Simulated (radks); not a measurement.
The numbers below are computed, except where a source is named.
Problem. All-electron atom: Os VIII in [Xe] 4f14 5d1. Level of theory: scalar-relativistic Kohn-Sham, BLYP, spin-polarised, spherical densities, finite nucleus; open shells are filled with parallel spins first (spin-orbit coupling, left out, can overturn this in heavy ions); Fermi nuclear charge, rms radius 5.4126 fm (a radial shooting solver on a logarithmic mesh with Libxc functionals). Some entries of the table are withheld. Estimate them.

orbital  occ.  eigenvalue (hartree)  <r> (bohr)
1s down     1             -2717.732     0.01774
1s up       1             -2717.732     0.01774
2s up       1             -476.3931     0.07490
2s down     1             -476.3898     0.07490
2p up       3             -415.4288     0.06727
2p down     3             -415.4261     0.06727
3s up       1             -113.6426      0.1939
3s down     1             -113.6414      0.1939
3p up       3             -95.73390      0.1945
3p down     3             -95.73264      0.1945
3d up       5             -75.69618      0.1762
3d down     5             -75.69389      0.1762
4s up       1             -26.82826      0.4318
4s down     1             -26.82506      0.4318
4p up       3             -20.95092      0.4593
4p down     3             -20.94789      0.4593
4d up       5             -13.64583      0.4887
4d down     5             -13.64220      0.4886
5s up       1              -6.89167      0.9840
5s down     1              -6.86420      0.9821
4f up       7                   (1)      0.5509
4f down     7                   (2)      0.5499
5p up       3              -5.32230       1.113
5p down     3              -5.28823       1.111
5d up       1                   (3)       1.387
5d down     0                   (4)       1.389

Solution. 
(1) 4f up eigenvalue (hartree): -5.51915
(2) 4f down eigenvalue (hartree): -5.51296
(3) 5d up eigenvalue (hartree): -3.42850
(4) 5d down eigenvalue (hartree): -3.38968
